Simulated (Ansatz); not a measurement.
A structure relaxed at r2SCAN-D4/def2-TZVP in Ansatz, charge 1, doublet:

```xyz
3

W    -0.175   -0.079    0.946
Te    1.293    1.559   -0.124
Te   -1.118   -1.480   -0.822
```

Question: Give its formula and point group.

Answer: the cluster Te₂W⁺ (the lowest doublet isomer of a short search). Point group C2v (tolerance 0.1 Å).

Question: Summarise the bond lengths by kind (pairs closer than 1.2 times the sum of covalent radii, bridged metal pairs left out).

Answer: 2 × Te–W 2.45 Å. The metal has 2 neighbours: Te 2.45 Å, Te 2.45 Å.

In the def2 sets Te, W take a core potential; there is no spin–orbit coupling. The charge 1 doublet is spin-contaminated (final ⟨S²⟩ up to 1.32, 0.75 for a pure state). The structure comes from a short search, and lower isomers may exist.
